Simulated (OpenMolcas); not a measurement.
## F3+: effect of the basis set

```json
{
  "Program": "OpenMolcas 26.06",
  "Method": "CASSCF",
  "Active space": "4 electrons in 8 orbitals (2s 2p 3s 3p)",
  "State averaging": "2S+1 = 3 even, 3 roots; 2S+1 = 1 even, 6 roots; 2S+1 = 5 odd, 1 root; 2S+1 = 3 odd, 9 roots; 2S+1 = 1 odd, 8 roots",
  "Spin-orbit coupling": "RASSI with atomic mean-field integrals over the reference wave functions, term energies averaged over their components"
}
```

A. ANO-RCC-VTZP [4s3p2d1f], DKH2, point nucleus; cost roughly 13 core-seconds
B. ANO-R2 [4s4p2d1f], X2C, finite nucleus; cost roughly 16 core-seconds
C. ANO-RCC-VQZP [5s4p3d2f1g], DKH2, point nucleus; cost roughly 14 core-seconds
D. ANO-RCC [8s7p4d3f2g], DKH2, point nucleus; cost roughly 30 core-seconds

Energies in cm-1 above 2s2 2p2 3P0, the measured ground level; measured values from Moore, Atomic Energy Levels, vol. I, NSRDS-NBS 35 (1971 reprint of NBS Circular 467, 1949).

```csv
Level,A,B,C,D,Measured
2s2 2p2 3P0,0.0,0.0,0.0,0.0,0.0
2s2 2p2 3P1,223,215,217,218,225
2s2 2p2 3P2,651,628,634,637,613
2s2 2p2 1D2,27976,28091,27946,27905,25241
2s2 2p2 1S0,49837,49765,49630,49545,53544
2s 2p3 5S* 2,65117,63805,63822,63816,
2s 2p3 3D* 1,151457,150844,150998,150946,
2s 2p3 3D* 2,151465,150850,151003,150951,147889
2s 2p3 3D* 3,151484,150864,151016,150964,
2s 2p3 3P* 0,176473,175911,176276,176180,
2s 2p3 3P* 1,176485,175921,176286,176189,175242
2s 2p3 3P* 2,176509,175940,176304,176208,175237
2s 2p3 1D* 2,243523,243097,243428,243241,
2s 2p3 3S* 1,249194,249022,249635,249499,
2s 2p3 1P* 1,268338,267636,268348,268115,257390
```

Deviations, from unrounded energies. A percentage is the sum of absolute deviations over the sum of measured energies, with the sign that they share, or ± where signs differ.

```
                        Against measurement  Levels     A     B     C     D
             mean absolute deviation (cm-1)       8  2900  2700  2900  2800
      fine structure of the ground term (%)       2  ±4.8  ±2.9  ±3.5  ±3.7
other terms of the ground configuration (%)       2  ±8.2  ±8.4  ±8.4  ±8.5
                   other configurations (%)       4  +2.3  +1.9  +2.1  +2.1
```

B lies closest to measurement on these levels and A furthest from it. The largest miss of B in the table is 2s 2p3 1P* 1, by +10000 cm-1. The ranking rests on the paired levels alone, and a cruder setting can come out closer through cancelling errors.

Among A to D the level of the table that moves most is 2s 2p3 5S* 2, by 1300 cm-1 (lowest in B, highest in A).

Active for correlation alone: 3p 3s; no level in the range computed is led by a configuration that fills them, so any true level of that kind is missing. Computed and measured levels are paired by configuration, term and J; levels that our copy of the source lacks, or whose pairing is in doubt (as where it misses far off the trend of its configuration), stay unpaired and out of the deviations. Levels of configurations outside the active space are missing.

* marks odd parity.
